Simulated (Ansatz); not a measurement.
The molecule LiC, multiplicity 4 (lowest of 2S+1 = 2, 4 at CCSD(T)/def2-TZVPP on PBE0 minima; our sources give no spin for the ground state, which may be another).

D_e counts from the fitted minimum to each atom's lowest state at the same level, without counterpoise.

Correlated levels freeze the inner cores; with def2 sets outer-core shells near the valence are correlated too.

Programs: Ansatz (Gaussian basis) for Hartree–Fock, density functionals and correlated methods. Values without a source in brackets are computed.

PBE/def2-TZVPP gives 63.26 kcal/mol for the bond energy D_e.

Question: Where do these levels fall relative to PBE: r2SCAN/def2-TZVPP, PBE0/def2-TZVPP, wB97M-V/def2-TZVPP, B2PLYP/def2-TZVPP, CCSD(T)/def2-QZVPP.

Answer: r2SCAN/def2-TZVPP 1.50; PBE0/def2-TZVPP -2.00; wB97M-V/def2-TZVPP -1.07; B2PLYP/def2-TZVPP -5.40; CCSD(T)/def2-QZVPP -2.66 kcal/mol. 1 of 5 lie above PBE; the widest gap is to B2PLYP/def2-TZVPP.

Ansatz is an electronic-structure program.
